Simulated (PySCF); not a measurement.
## [C2H6F3NSi]+: g tensor and hyperfine couplings

C₂H₆F₃NSi (charge +1 and doublet state).
Cartesian coordinates in Å at the GFN2-xTB level; atoms count from 1:
```
atom  x, y, z in Å
C1     1.7185   -0.0128   -0.0572
Si2    0.0570   -0.4992    0.6962
N3    -0.9033   -1.5649   -0.2155
C4    -0.9588    1.3315    0.1318
F5    -0.3239    2.3273    0.6979
F6    -2.1856    1.2316    0.5762
F7    -0.9280    1.4285   -1.1751
H8     2.4394   -0.8145    0.1031
H9     1.6472    0.1623   -1.1331
H10    2.1229    0.8907    0.4020
H11   -0.2810   -0.5702    2.1062
H12   -0.7797   -1.7554   -1.2033
H13   -1.6291   -2.1544    0.1745
```

The hyperfine couplings belong to this conformer and change with its torsions.

Identity: `C[Si@H]([NH2+])C(F)(F)F` [radical] (charge +1).

Method: UKS B3LYP, pcH-1 on C F H N Si, non-relativistic, mean-field spin-orbit, GIAO (PySCF). One conformer (not necessarily the lowest) at the GFN2-xTB geometry, without solvent, vibrations or thermal averaging. The geometry wasn't refined by DFT: couplings that depend on bond lengths, twists or pyramidal angles can differ widely from those at the functional's own minimum, by a factor of two or more for some ions and for spin on atoms past the first row. No stability test was run, so a lower SCF solution isn't excluded.

```
g1, g2, g3      : 2.00213, 2.00681, 2.00852
g_iso           : 2.00582
Form of g       : rhombic: the two nearest values differ by 27 % of g3 − g1
⟨S²⟩            : 0.7583 (exact 0.7500)
Total energy    : -723.33594 Eh
Basis functions : 245
```

Isotropic coupling and dipolar principal values T1 to T3, in MHz:

```csv
atom,isotope,a_iso,of which spin–orbit,T1,T2,T3,Mulliken spin population
C1,13C,19.3,0.0,-7.1,-6.8,13.9,0.07
Si2,29Si,66.8,-0.2,-13.5,5.4,8.2,-0.01
N3,14N,17.1,0.0,-17.7,-17.5,35.2,0.38
C4,13C,311.1,0.1,-36.6,-36.3,72.9,0.38
F5,19F,162.4,2.5,-193.1,-187.7,380.8,0.07
F6,19F,119.1,2.4,-169.8,-163.8,333.6,0.06
F7,19F,102.5,2.2,-150.3,-144.7,294.9,0.06
H8,1H,26.5,0.0,-3.9,-0.9,4.8,0.01
H9,1H,-6.0,0.0,-3.9,-0.6,4.5,0.00
H10,1H,-4.4,0.0,-4.5,0.3,4.1,0.00
H11,1H,32.0,0.0,-2.6,-2.0,4.6,0.02
H12,1H,-24.6,0.0,-20.4,-4.5,24.9,-0.01
H13,1H,-24.6,0.0,-21.0,-4.6,25.6,-0.01
```

The largest Mulliken spin populations are on C4 (+0.38), N3 (+0.38), F5 (+0.07) and C1 (+0.07).

N3, the radical centre as drawn in `C[Si@H]([NH2+])C(F)(F)F`, holds a spin population of +0.38 out of 1.

Axes: g1 points within 5° of the Si2–C4 bond and g2 points within 15° of the Si2–N3 bond.

Under fast tumbling the dipolar parts average out, and these isotropic splittings remain: 3 × 19F (F5/F6/F7, I = 1/2, 4 lines) with 4.56 mT, 1 × 1H (H11, I = 1/2, 2 lines) with 1.14 mT, 1 × 1H (H12, I = 1/2, 2 lines) with 0.88 mT, 1 × 1H (H13, I = 1/2, 2 lines) with 0.88 mT, 1 × 14N (N3, I = 1, 3 lines) with 0.61 mT and 3 × 1H (H8/H9/H10, I = 1/2, 4 lines) with 0.19 mT.

Class means assume fast exchange of nuclei equivalent by connectivity; if that motion is slow, each nucleus keeps its own coupling. H12 and H13 aren't averaged: N3 is flat or nearly so (angle sum 360°), and its turn about the short N3–Si2 bond (1.70 Å) is taken as slow. The three 1H nuclei of mean +5.4 MHz run from -6.0 to 26.5 MHz in the frozen geometry.

The 13C coupling of C4 (311.1 MHz) shows only in satellite lines or after enrichment, since that isotope makes up about 1.07 % of natural carbon.

The 29Si coupling of Si2 (66.8 MHz) shows only in satellite lines or after enrichment, since that isotope makes up about 4.7 % of natural silicon.

β density exceeds α density at some nuclei, such as Si2 (-0.0753), H12 (-0.0055) and H13 (-0.0055), spin density in bohr⁻³. In a single determinant that takes different orbitals for the two spins, that is spin polarisation.
